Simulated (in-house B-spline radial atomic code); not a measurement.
# HSE06 excitations of Al II (Al+)

Method: HSE06. Computed with an all-electron radial atomic-structure program (B-spline basis): linear response of the closed shell [Ne] 3s2 with the functional's adiabatic kernel; scalar-relativistic (spin-free one-electron X2C), finite nucleus, no spin-orbit coupling, no double excitations, S, P, D and F terms only.

Command:
```bash
python run_td.py task.json out
```
Settings (radii: box in bohr, nucleus in fm):
```
Z                        13
electrons                12
configuration            [Ne] 3s2
hamiltonian              x2c
method                   hse06
box_radius               41.61
rms_radius               3.061
intervals                76
```

Time taken, with all properties: 0.6 s on 1 thread of Intel(R) Xeon(R) Platinum 8488C (Sapphire Rapids), on a shared host.

The lowest states, in the order of their Tamm-Dancoff energies; the method's threshold (minus the highest occupied level) is 15.376 eV. Labels give the largest channel, * marks a mixed state, and oscillator strengths are full-response dipole values. Measured ¹D terms are left out, since they can mix with doubly excited terms. Semilocal kernels can invert the small singlet-triplet splittings of Rydberg terms. Energies in eV:

```
     state  full response  Tamm-Dancoff  oscillator strength  measured (J-weighted term)
3s → 3p 3P          4.118         4.373                    -                       4.651
3s → 3p 1P          7.372         7.686                 1.76                       7.421
3s → 4s 3S         10.914        10.923                    -                      11.317
3s → 3d 3D         10.977        11.026                    -                      11.847
3s → 4s 1S         11.441        11.455                    -                      11.822
3s → 3d 1D         11.698        11.702                    -                           -
3s → 4p 3P              ?             ?                    -                           ?
3s → 4p 1P              ?             ?                    ?                           ?
3s → 5s 3S         13.756        13.758                    -                      14.890
3s → 5s 1S         13.849        13.852                    -                      15.048
```

Task: Where does 3s → 4p 3P lie?

Result: At 12.402 eV in full response, 12.413 eV in Tamm-Dancoff; measured 13.075 eV.

Task: Where does 3s → 4p 1P lie?

Result: At 12.696 eV in full response, 12.733 eV in Tamm-Dancoff, oscillator strength 0.00376; measured 13.257 eV.

Task: How large is the singlet-triplet splitting of 3s → 3p (P terms) in Tamm-Dancoff?

Result: 3.31 eV, from the unrounded values.

Task: What polarisabilities and dispersion coefficient does the method give?

Result: Dipole 24.4 bohr³, quadrupole 126.7 bohr⁵, C6 124.4 hartree·bohr⁶ for two such species.
